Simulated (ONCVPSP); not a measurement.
## u(r) = r·R(r): atom against pseudo-atom (zinc)

Columns: radius, all-electron u(r) and pseudo u(r) of the 3p shell (level -124.87 eV) of zinc in the configuration [Ne] 3s2 3p6 3d9; PBEsol, scalar-relativistic, ONCV scheme, ONCVPSP 4.0.1.

```
r (bohr)  all-electron  pseudo
   0.070       -0.5180  0.0487
   0.140       -0.6506  0.1861
   0.210       -0.2887  0.3883
   0.280        0.2253  0.6224
   0.350        0.6828  0.8524
   0.420        1.0086  1.0466
   0.490        1.1979  1.1836
   0.560        1.2762  1.2549
   0.630        1.2735  1.2624
   0.700        1.2180  1.2176
   0.770        1.1315  1.1362
   0.840        1.0291  1.0337
   0.910        0.9215  0.9237
   0.980        0.8154  0.8157
   1.050        0.7147  0.7145
   1.120        0.6217  0.6216
   1.190        0.5376  0.5374
   1.260        0.4624  0.4623
   1.330        0.3960  0.3959
   1.400        0.3379  0.3378
   1.470        0.2874  0.2873
   1.540        0.2437  0.2437
   1.610        0.2062  0.2061
   1.680        0.1740  0.1740
   1.750        0.1466  0.1466
   1.820        0.1233  0.1233
```

Problem. How many radial nodes do the two functions have?

Solution. The all-electron 3p function has n − l − 1 = 1; the pseudo-wave has 0, since the states of the same l below it are removed with the core.

Problem. At about which radius was the pseudo-wave matched?

Solution. 1.05 bohr, where the columns begin to agree (steps of 0.07 bohr).

Problem. Is the pseudo-wave norm-conserving?

Solution. Yes: the ONCV scheme keeps the norm inside the radius equal to the all-electron one, which fixes the energy derivative of the logarithmic derivative at the level.
